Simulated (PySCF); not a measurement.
**Lu (lutetium, neutral) across methods**

[Xe] 4f14 5d3, high-spin 4F determinant (an excited configuration). Computed with PySCF 2.14 in x2c-TZVPPall (11s7p7d2f2g, 99 functions), with the spin-free X2C one-electron Hamiltonian (Gaussian nucleus).

```
 method   E (hartree)  mean ε 4f α (eV)  mean ε 4f β (eV)  mean ε 5d α (eV)  Σ⟨r²⟩ (bohr²)   ⟨S²⟩
r2SCANh     -14563.28            -8.718            -8.578            -1.869          74.33  3.754
 r2SCAN     -14563.38            -7.420            -7.272            -1.623          74.69  3.753
    LDA     -14553.67            -7.951            -7.804            -1.679          75.83  3.751
   BLYP     -14564.19            -7.569            -7.436            -1.491          77.11  3.751
   PBE0     -14563.03           -10.828           -10.699            -2.224          75.06  3.752
  B3LYP     -14563.57           -10.255           -10.122            -2.079          75.73  3.751
    UHF  -14558.15438           -20.169           -20.111            -3.740          75.17  3.756
```

Q: Estimate the same row for PBE.

A: E (hartree) = -14563.28; mean ε 4f α (eV) = -7.679; mean ε 4f β (eV) = -7.541; mean ε 5d α (eV) = -1.649; Σ⟨r²⟩ (bohr²) = 76.48; ⟨S²⟩ = 3.751.

Spin-orbit coupling, absent here, splits the open shell strongly.
